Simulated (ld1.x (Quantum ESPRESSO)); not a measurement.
# An all-electron radial function and its pseudo partner (La (Z = 57))

Columns: radius, all-electron u(r) and pseudo u(r) of the 5p shell (level -34.92 eV) of lanthanum in the configuration [Kr] 4d10 4f0 5s2 5p6 5d1 6s0 6p0; PBEsol, scalar-relativistic, RRKJ scheme, ld1.x (Quantum ESPRESSO) 7.5.

| r (bohr) | all-electron | pseudo |
| --- | --- | --- |
| 0.146 | -0.1822 | -0.0185 |
| 0.292 | -0.1188 | -0.0722 |
| 0.438 | 0.3478 | -0.1557 |
| 0.584 | 0.4405 | -0.2610 |
| 0.730 | 0.2186 | -0.3783 |
| 0.876 | -0.1091 | -0.4968 |
| 1.022 | -0.4123 | -0.6065 |
| 1.168 | -0.6399 | -0.6989 |
| 1.314 | -0.7846 | -0.7677 |
| 1.460 | -0.8569 | -0.8093 |
| 1.606 | -0.8732 | -0.8230 |
| 1.752 | -0.8497 | -0.8106 |
| 1.898 | -0.8002 | -0.7758 |
| 2.044 | -0.7355 | -0.7237 |
| 2.190 | -0.6637 | -0.6601 |
| 2.336 | -0.5901 | -0.5905 |
| 2.482 | -0.5185 | -0.5198 |
| 2.628 | -0.4512 | -0.4520 |
| 2.774 | -0.3894 | -0.3896 |
| 2.920 | -0.3339 | -0.3339 |
| 3.066 | -0.2846 | -0.2846 |
| 3.212 | -0.2415 | -0.2415 |
| 3.358 | -0.2041 | -0.2041 |
| 3.504 | -0.1718 | -0.1718 |
| 3.650 | -0.1442 | -0.1442 |
| 3.796 | -0.1207 | -0.1207 |

Question: How many radial nodes do the two functions have?

Answer: The all-electron 5p function has n − l − 1 = 3 (the table is too coarse to show those close to the nucleus); the pseudo-wave has 0, since the states of the same l below it are removed with the core.

Question: At about which radius was the pseudo-wave matched?

Answer: 2.92 bohr, where the columns begin to agree (steps of 0.15 bohr).

Question: Is the pseudo-wave norm-conserving?

Answer: Yes: the RRKJ scheme keeps the norm inside the radius equal to the all-electron one, which fixes the energy derivative of the logarithmic derivative at the level.
